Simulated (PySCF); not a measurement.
# Excitation energy of La⁺ by level of theory

La⁺ [Xe] 5d2 (3F) → La⁺ [Xe] 5d1 6p1 (high-spin determinant), as a difference of total energies. Calculation: PySCF 2.14, in ANO-RCC-VTZP (8s7p5d3f2g1h, 104 functions); the spin-free X2C one-electron Hamiltonian (Gaussian nucleus). Correlated levels: valence: [Kr] 4d10 frozen; valence and next inner shell: [Ar] 3d10 frozen. The calculations carry no spin-orbit coupling.

```csv
method,excitation energy (eV)
UHF,2.908
LDA,3.003
PBE,3.062
PBE0,3.140
r2SCAN,3.230
MP2 (valence),3.102
SCS-MP2 (valence),3.098
MP2 (valence and next inner shell),3.056
SCS-MP2 (valence and next inner shell),3.061
```

Q: How much does correlation contribute at MP2 (valence and next inner shell)?

A: 3.056 − (2.908) = 0.148 eV, measured against UHF.

A first-order spin-orbit estimate (lowest level to lowest level, LS coupling) adds -0.042 eV.

The basis was made for the ground configuration and has no added diffuse functions, so the excitation energy can come out too high.

The determinant of the upper state mixes LS terms, which raises its energy above the lowest term, most at the Hartree-Fock and MP2 levels.
